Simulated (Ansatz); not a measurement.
One change: `Cl[SiH2][GeH2][Cl]` becomes `[Cl][GeH2][SiH2]Br`.

Ansatz, PBE0-D4/def2-TZVP geometries, multiplicity 1. Each molecule was computed in one conformer, which needn't be the lowest.

Scalar relativity is left out up to krypton.

```csv
property,`Cl[SiH2][GeH2][Cl]`
size of the dipole moment (PBE/def2-TZVPP) / D,2.26
HOMO energy (ωB97M-V/def2-TZVPP) / eV,-10.18
LUMO energy (PBE0/def2-TZVPP) / eV,-0.99
HOMO–LUMO gap (PBE/def2-TZVPP) / eV,5.10
size of the dipole moment (ωB97M-V/def2-TZVPP) / D,2.45
zero-point energy (PBE0-D4/def2-TZVP) / kJ/mol,95.0
```

(1) Give the same properties after the change, and the shifts. (Estimate.)

Results:

(1) Computed: 
```json
{"property": "size of the dipole moment (PBE/def2-TZVPP) / D", "`[Cl][GeH2][SiH2]Br`": "2.22", "shift": "-0.04"}
{"property": "HOMO energy (ωB97M-V/def2-TZVPP) / eV", "`[Cl][GeH2][SiH2]Br`": "-10.08", "shift": "0.10"}
{"property": "LUMO energy (PBE0/def2-TZVPP) / eV", "`[Cl][GeH2][SiH2]Br`": "-1.07", "shift": "-0.08"}
{"property": "HOMO–LUMO gap (PBE/def2-TZVPP) / eV", "`[Cl][GeH2][SiH2]Br`": "4.95", "shift": "-0.15"}
{"property": "size of the dipole moment (ωB97M-V/def2-TZVPP) / D", "`[Cl][GeH2][SiH2]Br`": "2.44", "shift": "-0.01"}
{"property": "zero-point energy (PBE0-D4/def2-TZVP) / kJ/mol", "`[Cl][GeH2][SiH2]Br`": "93.8", "shift": "-1.2"}
```

With PBE0 the HOMO rises by 0.10 eV and the LUMO falls by 0.08 eV, so the gap narrows by about 0.18 eV. PBE moves the HOMO by 0.08 eV and ωB97M-V by 0.10 eV. Dipoles are sizes alone; their direction can turn.

Spin–orbit coupling is left out; it splits and shifts lone-pair levels of the heavy atoms by tenths of an eV.
